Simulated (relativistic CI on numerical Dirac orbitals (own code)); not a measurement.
# Radial parameters of Gd36+

Calculated at this level of theory: Dirac-Coulomb-Breit CI, orbitals from a KLI potential per configuration, QED by a radiative potential, unscaled Slater integrals (own radial code, finite nucleus).

Slater integrals F^k, G^k are unscaled and averaged over j, outside the closed core [Ne]; ζ comes from projecting the Hamiltonian with its Breit term on Σ l·s of the shell.

- 3s2 3p6 3d9 4s: ζ(3d) = 104020, G^2(3d,4s) = 48721 cm⁻¹; <r>(3d) = 0.2125, <r^2>(3d) = 0.05264, <r>(4s) = 0.4772, <r^2>(4s) = 0.2559 (bohr units).
- 3s2 3p6 3d9 4p: ζ(3d) = 104040, F^2(3d,4p) = 149090, G^1(3d,4p) = 48311, G^3(3d,4p) = 48899, ζ(4p) = 258890 cm⁻¹; <r>(3d) = 0.2125, <r^2>(3d) = 0.05265, <r>(4p) = 0.486, <r^2>(4p) = 0.2672 (bohr units).
- 3s2 3p6 3d9 4d: ζ(3d) = 103980, F^2(3d,4d) = 157750, F^4(3d,4d) = 80087, G^0(3d,4d) = 50269, G^2(3d,4d) = 64279, G^4(3d,4d) = 50818, ζ(4d) = 32657 cm⁻¹; <r>(3d) = 0.2126, <r^2>(3d) = 0.05269, <r>(4d) = 0.4818, <r^2>(4d) = 0.2654 (bohr units).

Averages of the first 10 configurations, taken without configuration mixing, which lowers the lowest level and can move excited configurations by several eV; other configurations of the list can lie among them:

| Configuration | Parity | States | Average energy above the lowest level (eV) |
| --- | --- | --- | --- |
| 3s2 3p6 3d10 | even | 1 | 0.1 |
| 3s2 3p6 3d9 4s | even | 20 | 1042.3 |
| 3s2 3p6 3d9 4p | odd | 60 | 1148.5 |
| 3s2 3p6 3d9 4d | even | 100 | 1287.3 |
| 3s2 3p5 3d10 4s | odd | 12 | 1426.7 |
| 3s2 3p6 3d9 4f | odd | 140 | 1416.4 |
| 3s2 3p5 3d10 4p | even | 36 | 1533.1 |
| 3s2 3p6 3d8 4s2 | even | 45 | 2116.7 |
| 3s2 3p6 3d8 4s 4p | odd | 540 | 2217.3 |
| 3s2 3p5 3d10 4d | odd | 60 | 1671.2 |
